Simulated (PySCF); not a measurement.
# Unknowns

Level of theory: NMR shieldings at PBE0/pcSseg-1/GIAO, geometry: GFN2-xTB, in PySCF 2.14.0 with density-fitted response routines (no solvent, a single conformation, relativity neglected, equivalent nuclei averaged).

Referencing at the same level of theory: TMS for ¹H (σref 31.72), ¹³C (σref 186.93). Where no couplings were computed, multiplicities follow the n + 1 count of equivalent neighbours, and m marks all less simple cases (inequivalent or close neighbours, rings, F or P nearby). Acid and N–H amide carbonyl carbons lie up to 10 ppm further downfield in solution (hydrogen bonding). Shifts are as computed. Against solution values, carbons near 30 ppm lie about +3 ppm off and those near 130 ppm about +5 ppm. Of 1211 compounds with measured shifts, 218 miss one by over three times the rms of a fit or turn the order of signals round; such compounds aren't used in these exercises. OH and NH positions are gas-phase values without hydrogen bonding to other molecules.

Question: C5H8O4. ¹H NMR (500 MHz, computed): δ 6.13 (br s, 1H), 5.24 (m, 1H), 4.82 (m, 1H), 4.36 (m, 2H), 3.86 (m, 2H), 3.11 (m, 1H). ¹³C{¹H} NMR (computed): δ 176.3 (C), 97.1 (CH2), 72.1 (CH2), 43.5 (CH). Identify the compound.

Answer: SMILES O1COCC(C(=O)O)C1. Rings plus π bonds: 2 (1 ring in the answer). 4 carbon signals for 5 carbons: some carbons are equivalent by symmetry or fast rotation. Carbon types of the structure: 1 × C, 1 × CH, 3 × CH2, leaving 1 H on heteroatoms. δC 176.3: carboxylic acid carbon; it is a carbonyl in resonance with an O or N lone pair, the region of acids, esters and amides. δC 97.1: sp3 carbon bearing two oxygens; 2 electronegative neighbours deshield it. δC 72.1: sp3 CH2 bonded to O; the inductive effect lowers its shielding. δH 5.24, 4.82: hydrogen on an sp3 carbon bearing two oxygens; its carbon carries O, an electronegative neighbour.

The data come from this structure; uniqueness wasn't tested.

Question: C6H11N3Si. ¹H NMR (300 MHz, computed): δ 6.38 (m, 1H), 5.69 (m, 1H), 5.47 (m, 1H), 4.94 (d, 2H), 4.50 (s, 3H), 2.56 (s, 3H). ¹³C{¹H} NMR (computed): δ 157.0, 143.5, 139.0, 125.8, 60.3, 13.5. What is it?

Answer: SMILES C=CCn1nc(C)c([SiH3])n1. Rings plus π bonds: 4 (1 ring in the answer). 6 carbon signals for 6 carbons: no two carbons are equivalent. Carbon types of the structure: 2 × C, 1 × CH, 2 × CH2, 1 × CH3, leaving 3 H on heteroatoms. δC 157.0, 139.0: substituted aromatic carbon next to a ring nitrogen. δC 143.5: alkene CH; as expected for a trigonal carbon in a double bond. δC 125.8: terminal =CH2 carbon; the olefinic region. δC 60.3: allylic sp3 CH2 bonded to N; deshielded by the electronegative neighbour.

The shifts were computed for this structure.
